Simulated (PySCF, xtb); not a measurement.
ZnCl, SMILES [Zn+][Cl], charge +1.

GFN2-xTB run with xtb 6.7.1 at its own geometry gives an orbital gap of 1.89 eV.

Coordinates come from a B3LYP-D3(BJ)/def2-TZVP optimisation. The spin state was assumed, not searched.

What does PBE0/def2-TZVPD in PySCF give? (An estimate is asked for; the answer gives what the named calculation found.)

gap 3.87 eV (levels -14.97 and -11.10 eV).
